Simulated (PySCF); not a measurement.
Choosing a molecule for a target property.

Species are written as SMILES; each is one conformer at its optimised geometry, gas phase, non-relativistic unless stated. Electronic properties by PySCF.

The conformers computed, where there is a choice (atom-mapped SMILES and torsion angles):
- `[CH:1]#[C:2][CH2:3][CH2:4][CH2:5][CH3:6]`: C2–C3–C4–C5 -66°, C3–C4–C5–C6 178°
- `[O:1]=[CH:2][O:3][CH2:4][n:5]1[cH:6][cH:7][cH:8][n:9]1`: O1–C2–O3–C4 -1°, C2–O3–C4–N5 -87°, O3–C4–N5–C6 81°
- `[CH2:1]=[CH:2][CH2:3][C:4]#[C:5][C:6]#[C:7][C:8]#[N:9]`: C1–C2–C3–C4 -120°
- `[CH2:1]=[C:2]([CH3:3])/[CH:4]=[CH:5]\[CH3:6]`: C1–C2–C4–C5 176°
- `[CH2:1]=[C:2]([CH2:3][F:4])[SiH2:5][SiH3:6]`: C1–C2–C3–F4 154°, C1–C2–Si5–Si6 -104°

The conformers of `C1=C[C@@H]2C[C@@H]2C1` aren't listed.

Problem. Wanted: electronic spatial extent ⟨r²⟩ about the centre of nuclear charge between 1000 bohr² and 2000 bohr² (wB97X-D/def2-SVPD) and lowest triplet excitation (Tamm–Dancoff) below 7 eV (TDA wB97X-D/def2-SVPD), at GFN2-xTB geometries. Which candidate meets both?
A. `C=CCC#CC#CC#N`
B. `C1[C@H]2C[C@H]3[C@@H]1[C@@H]23`
C. `O=COCn1cccn1`
D. `C/C=C1C=C\1C`
E. `C(CC)CC#C`

Solution. C. Computed values:
```
                       species  electronic spatial extent ⟨r²⟩ about the centre of nuclear charge  lowest triplet excitation (Tamm–Dancoff)
C1[C@H]2C[C@H]3[C@@H]1[C@@H]23                                                          414 bohr²                                   7.40 eV
                  C/C=C1C=C\1C                                                          752 bohr²                                   3.53 eV
                     C(CC)CC#C                                                          799 bohr²                                   5.65 eV
                  O=COCn1cccn1                                                         1166 bohr²                                   4.69 eV
                 C=CCC#CC#CC#N                                                         2408 bohr²                                   3.26 eV
```

Problem. Wanted: dipole moment between 0.6 D and 1.5 D (wB97X-D/def2-SVPD) and HOMO energy below -9.1 eV (wB97X-D/def2-SVPD), at GFN2-xTB geometries. Which candidate meets both?
A. `C1=C(C/1=C/C)C`
B. `C#CCCCC`
C. `[C@H]12[C@H]3[C@@H]2C[C@@H]1C3`
D. `O=COCn1cccn1`

Solution. B. Computed values:
```csv
species,dipole moment,HOMO energy
[C@H]12[C@H]3[C@@H]2C[C@@H]1C3,0.23 D,-8.99 eV
O=COCn1cccn1,0.53 D,-9.29 eV
C#CCCCC,0.75 D,-9.56 eV
C1=C(C/1=C/C)C,2.21 D,-7.30 eV
```

Problem. Wanted: lowest singlet excitation above 6 eV (TDDFT wB97X-D/def2-SVPD) and HOMO–LUMO gap above 11.7 eV (wB97X-D/def2-SVPD), at GFN2-xTB geometries. Which candidate meets both?
A. `C#CCCCC`
B. `C1=C[C@@H]2C[C@@H]2C1`
C. `C1[C@H]2C[C@H]3[C@@H]1[C@@H]23`
D. `C(/C(=C)C)=C/C`
E. `C=CCC#CC#CC#N`

Solution. A. Computed values:
| species | lowest singlet excitation | HOMO–LUMO gap |
| --- | --- | --- |
| C=CCC#CC#CC#N | 3.96 eV | 8.98 eV |
| C(/C(=C)C)=C/C | 5.68 eV | 9.28 eV |
| C1=C[C@@H]2C[C@@H]2C1 | 6.45 eV | 10.68 eV |
| C#CCCCC | 6.76 eV | 11.91 eV |
| C1[C@H]2C[C@H]3[C@@H]1[C@@H]23 | 7.46 eV | 11.57 eV |

Problem. Wanted: smallest rotational constant between 0.7 GHz and 1.1 GHz (GFN2-xTB) and static isotropic polarisability below 90 au (wB97X-D/def2-SVPD), at GFN2-xTB geometries. Which candidate meets both?
A. `C#CCCCC`
B. `C=CCC#CC#CC#N`
C. `C1=C(C/1=C/C)C`
D. `O=COCn1cccn1`
E. `C=C(C)/C=C\C`
F. `C1[C@H]2C[C@H]3[C@@H]1[C@@H]23`
G. `C=C(CF)[SiH2][SiH3]`

Solution. D. Computed values:
```
                       species  smallest rotational constant  static isotropic polarisability
                 C=CCC#CC#CC#N                     0.426 GHz                         118.0 au
                  O=COCn1cccn1                     0.975 GHz                          75.8 au
           C=C(CF)[SiH2][SiH3]                     1.196 GHz                          94.4 au
                       C#CCCCC                     1.573 GHz                          70.5 au
                C1=C(C/1=C/C)C                     1.665 GHz                          72.6 au
                  C=C(C)/C=C\C                     1.828 GHz                          77.6 au
C1[C@H]2C[C@H]3[C@@H]1[C@@H]23                     4.286 GHz                          60.2 au
```
